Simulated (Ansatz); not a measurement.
Program: Ansatz. Geometries: PBE0-D4/def2-TZVP. ΔE: electronic, gas phase. CCSD(T)/CBS is the MP2 limit (def2-TZVPP, def2-QZVPP) plus CCSD(T) − MP2 in def2-TZVPP, frozen cores. This one scheme is used for every species. One conformer a species, not always the lowest.

Reaction (formal exchange of groups at the Si–F bond): `C[Si](F)(S)Cl` + `C=O` → `C[Si](S)(Cl)C=O` + H–F

`C[Si](F)(S)Cl`:

Cartesian coordinates in Å:
```
C 0.017 1.192 0.022
Si -0.094 -0.604 0.422
F 1.225 -1.007 1.220
S -0.343 -1.872 -1.254
Cl -1.689 -0.994 1.632
H 0.141 1.772 0.940
H 0.874 1.386 -0.628
H -0.888 1.526 -0.487
H 0.758 -1.400 -1.866
```

`C=O`:

Cartesian coordinates in Å:
```
C 0.004 0.000 -0.002
O -1.057 0.093 0.539
H 0.133 0.208 -1.083
H 0.920 -0.301 0.546
```

`C[Si](S)(Cl)C=O`:

Cartesian coordinates in Å:
```
C 1.018 0.772 -0.826
Si -0.197 0.303 0.483
S 0.662 -0.669 2.176
Cl -1.173 1.939 1.249
C -1.537 -0.863 -0.246
O -1.341 -1.460 -1.274
H 1.459 -0.128 -1.260
H 1.813 1.394 -0.410
H 0.515 1.322 -1.624
H 1.272 -1.599 1.418
H -2.490 -1.010 0.315
```

H–F:

```xyz
2

F    -0.165    0.428    0.041
H     0.165   -0.428   -0.041
```

| species | CCSD(T)/def2-TZVPP energy (Eh) |
| --- | --- |
| `C[Si](F)(S)Cl` | -1286.87144 |
| `C=O` | -114.33744 |
| `C[Si](S)(Cl)C=O` | -1300.80427 |
| H–F | -100.34454 |

Question: Work out ΔE.

Answer: ΔE = (-1300.80427) + (-100.34454) − (-1286.87144) − (-114.33744) = 0.06007 Eh = +157.7 kJ/mol. CCSD(T)/CBS gives +155.7 kJ/mol.

Largest T1 diagnostic among the species: 0.015.

The D4 term adds −8.5 kJ/mol with B3LYP and −5.0 kJ/mol with PBE0; it sums over pairs of atoms, weighted by their polarisabilities, and B3LYP, whose exchange is more repulsive, gets the larger term. From PBE to PBE0 (25 % exact exchange), in def2-TZVPP and without D4, ΔE moves by +6.0 kJ/mol. In def2-TZVPP, CCSD(T) changes the Hartree–Fock value by −26.9 kJ/mol (the triples alone add −4.7 kJ/mol) and MP2 by −27.6 kJ/mol.

B3LYP here is the variant with VWN-RPA as its local correlation; programs differ in this.
